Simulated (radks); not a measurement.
Values are calculated unless marked as measured or tabulated.
How relativity changes the ionisation of the dysprosium ion Dy+ ([Xe] 4f10 6s1) to Dy2+ ([Xe] 4f10). Spin-unpolarised spherical Kohn-Sham, PBE, point nucleus unless stated (finite: rms radius 5.2218 fm), a radial shooting solver on a logarithmic mesh with Libxc functionals. A level marked "c x" has the speed of light scaled by that factor and shares open shells by 2j + 1; other Dirac levels either fill j = l - 1/2 first or share by 2j + 1.

level,E(Dy+) (hartree),E(Dy2+) (hartree),IE (eV),HOMO,<r> HOMO (bohr)
non-rel.,-11644.4297,-11644.0301,10.875,6s,3.966
scalar-rel.,-12157.0259,-12156.5972,11.667,6s,3.717
"scalar-rel., finite nucleus",-12155.9467,-12155.5180,11.665,6s,3.717
"Dirac, 2j+1 shares",-12167.9996,-12167.5709,11.667,6s1/2,3.718
"Dirac, low j first",-12168.0549,-12167.6263,11.663,6s1/2,3.719
"Dirac, 2j+1 shares, finite nucleus",-12166.9133,-12166.4846,11.666,6s1/2,3.719
"Dirac, c x 1.5",-11861.5976,-11861.1866,11.185,6s1/2,3.863
"Dirac, c x 3",-11696.7032,-11696.3009,10.947,6s1/2,3.941
"Dirac, c x 10",-11649.0827,-11648.6828,10.881,6s1/2,3.964

NIST Atomic Spectra Database: 11.65 eV (semi-empirical). The relativistic part of the total energy of Dy+ is -522.5 hartree (Dirac, 2j+1 shares, finite nucleus), 4.5 % of the non-relativistic value. Spin polarisation and multiplet splitting of open shells are left out at every level.

Beside tabulated values, note that relativity, absent from the non-relativistic runs, is large for the heavy elements, and spin-unpolarised runs miss the spin-polarisation part of the exchange energy of open shells.
